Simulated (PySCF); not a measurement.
Computed IR spectrum (relative IR intensity) of a molecule C2H5ClSi2. Geometry optimised at PBE-D3(BJ)/def2-SVP. One conformer was computed; it need not be the lowest. Computed with PBE-D3(BJ)/def2-SVP run with PySCF. Frequencies are harmonic and unscaled.

Lines under 2 % of the strongest are left out, and lines within 2 cm⁻¹ are merged.

ν (cm⁻¹): 279 (w), 316 (w), 391 (vw), 488 (w), 507 (w), 538 (m), 642 (m), 688 (w), 713 (w), 727 (vs), 770 (s), 831 (s), 898 (m), 2080 (m), 2155 (m), 2169 (m), 2173 (m), 2181 (m), 3389 (m) (against the strongest line: vs over 80 %, s over 45 %, m over 15 %, w over 4 %, vw less)

Q: Which molecule gave these data?
A) ClC1=C[SiH2][SiH2]1
B) C#C[Si@@H]([SiH3])Cl
C) Cl[Si@H]1C=C[SiH2]1
D) C#C[SiH2][SiH2]Cl

A: B, C#C[Si@@H]([SiH3])Cl
